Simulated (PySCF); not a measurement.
# Working out the ionisation energy of Rh

Rh [Kr] 4d8 5s1 (4F) → Rh+ [Kr] 4d8 (3F). Calculation: PySCF 2.14, in def2-TZVP with the def2 core potential (28 electrons); a scalar-relativistic core potential. Frozen: 4s2 4p6. Energies in hartree (1 hartree = 27.21139 eV):

| part | Rh (lower) | Rh+ (upper) |
| --- | --- | --- |
| UHF | -109.743193 | -109.511356 |
| MP2 opposite-spin | -0.108275 | -0.096824 |
| MP2 same-spin | -0.071020 | -0.058799 |

Problem. What does Hartree-Fock give?

Solution. (-109.511356) − (-109.743193) = 0.231837 hartree = 6.309 eV.

Problem. What do MP2 and SCS-MP2 (6/5 opposite-spin, 1/3 same-spin) give?

Solution. The opposite-spin parts differ by 0.312 eV and the same-spin parts by 0.333 eV. MP2: 6.309 + (0.312) + (0.333) = 6.954 eV. SCS-MP2: 6.309 + 1.2 × (0.312) + (0.333)/3 = 6.794 eV.

Measured between the centres of the two terms (NIST): 7.479 eV, so MP2 (valence) is off by -0.525 eV.

What remains against the reference includes basis incompleteness, the frozen core and correlation beyond second order.
